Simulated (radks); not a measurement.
Problem. Radial electron density D(r) = 4 pi r^2 rho(r) of an atom or ion with 1 electrons. Method: scalar-relativistic Kohn-Sham, OLYP, spin-polarised, spherical densities, point nucleus; computed with a radial shooting solver on a logarithmic mesh with Libxc functionals.

| r (bohr) | D(r) (e/bohr) |
|---|---|
| 0.02916 | 0.02452 |
| 0.03394 | 0.03259 |
| 0.03951 | 0.04319 |
| 0.046 | 0.05702 |
| 0.05355 | 0.07496 |
| 0.06234 | 0.09805 |
| 0.07258 | 0.1275 |
| 0.08449 | 0.1647 |
| 0.09836 | 0.2110 |
| 0.1145 | 0.2679 |
| 0.1333 | 0.3365 |
| 0.1552 | 0.4173 |
| 0.1807 | 0.5102 |
| 0.2103 | 0.6132 |
| 0.2448 | 0.7227 |
| 0.285 | 0.8326 |
| 0.3318 | 0.9340 |
| 0.3863 | 1.016 |
| 0.4497 | 1.066 |
| 0.5236 | 1.073 |
| 0.6095 | 1.029 |
| 0.7096 | 0.9331 |
| 0.826 | 0.7920 |
| 0.9616 | 0.6230 |
| 1.119 | 0.4496 |
| 1.303 | 0.2948 |
| 1.517 | 0.1740 |
| 1.766 | 0.09117 |
| 2.056 | 0.04152 |
| 2.394 | 0.01595 |
| 2.787 | 0.004990 |

What is the nuclear charge?

Solution. Z = 2. The innermost maximum, from 1s, lies near gamma/Z bohr with gamma = sqrt(1 - (Z/c)^2) = 1.000, here 0.5 bohr (found: 0.495), and its height grows with Z. The density is that of the helium ion He+ in 1s1; the configuration itself is not fixed sharply by these data. D(r) has 1 maximum, at r = 0.495 bohr.
